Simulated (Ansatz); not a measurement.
System: sum formula H3SiO2, charge 0, multiplicity 2. It need not be the lowest isomer of its formula. 
Structure (B3LYP-D3(BJ)/def2-TZVP (Ansatz, a first-principles code) minimum search):
```
Si
O 1 1.6506
H 2 0.9635 1 119.46
O 1 1.6548 2 112.78 3 -55.45
H 4 0.9614 1 118.32 2 -59.72
H 1 1.4914 2 111.35 3 59.95
```
Charge 0, spin multiplicity 2.

Atomisation energy built up term by term with Ansatz (kcal/mol; UHF references for open shells; valence terms freeze the core; atomic spin-orbit terms are left out). CBS marks a two-point X^-3 extrapolation of the correlation energy; Hartree-Fock from the larger set (for Q and 5 zeta extrapolated as (X+1)exp(-9√X)).

```tsv
term	basis	kcal/mol
Hartree-Fock	CBS(cc-pV(Q+d)Z,cc-pV(5+d)Z)	354.87
CCSD correlation	CBS(cc-pV(Q+d)Z,cc-pV(5+d)Z)	144.46
(T)	CBS(cc-pV(Q+d)Z,cc-pV(5+d)Z)	9.24
core correlation	cc-pwCVTZ	0.51
scalar relativity (X2C)	cc-pVTZ-DK against cc-pVTZ	-1.25
sum: De		507.8
```

(T) makes 1.8 % of the CCSD(T) atomisation energy; under 5 % is typical of single-reference molecules.
